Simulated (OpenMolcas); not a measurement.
**neutral phosphorus: from CASSCF to CASPT2**

| Quantity | Value |
| --- | --- |
| Program | OpenMolcas |
| Basis | ANO-RCC-VQZP [6s5p3d2f1g] |
| Scalar Hamiltonian | DKH2, point nucleus |
| Active space | 5 electrons in 4 orbitals (3s 3p) |
| State averaging | 2S+1 = 4 odd, 1 root; 2S+1 = 2 odd, 8 roots |
| Spin-orbit coupling | RASSI with atomic mean-field integrals over the reference wave functions, term energies averaged over their components |

Methods on the same reference wave functions:
A. CASSCF
B. SS-CASPT2, IPEA 0.25 Eh, imaginary shift 0.1 Eh (closed shells correlated: 2s 2p)

Energies in cm-1 above 3s2 3p3 4S* 3/2, the measured ground level; measured values from NIST Handbook of Basic Atomic Spectroscopic Data.

```
          Level      A      B  Measured
3s2 3p3 4S* 3/2    0.0    0.0       0.0
3s2 3p3 2D* 3/2  15336  11260     11361
3s2 3p3 2D* 5/2  15347  11270     11377
3s2 3p3 2P* 1/2  20715  18380     18723
3s2 3p3 2P* 3/2  20720  18380     18748
```

Deviations, from unrounded energies. A percentage is the sum of absolute deviations over the sum of measured energies, with the sign that they share, or ± where signs differ.

```csv
Against measurement,Levels,A,B
mean absolute deviation (cm-1),4,3000,230
other terms of the ground configuration (%),4,+19.8,-1.5
```

B lies closest to measurement on these levels. The largest miss of B in the table is 3s2 3p3 2P* 3/2, by -360 cm-1. The ranking rests on the paired levels alone, and a cruder setting can come out closer through cancelling errors.

From A to B the spin-free energies of the other terms of 3s2 3p3 shown, above 4S*, scale by factors of 0.73 to 0.89.

The lowest spin-free term lies below A's lowest term by 0.131 hartree in B.

CASPT2 does not keep the components of a term degenerate, so their means are used; among the terms shown or strongly mixed into the levels shown the widest spread is 140 cm-1 (3s2 3p3 2D*, B). No level of 3s 3p4 was computed, though it lies in the active space. Without dynamic correlation excited terms often stand tens of per cent too high (terms of higher spin than the ground term too low), and those without a measured partner can miss by more than the paired ones (holds for A). Computed and measured levels are paired by configuration, term and J; levels that our copy of the source lacks, or whose pairing is in doubt (as where it misses far off the trend of its configuration), stay unpaired and out of the deviations. Levels of configurations outside the active space are missing.

* marks odd parity.
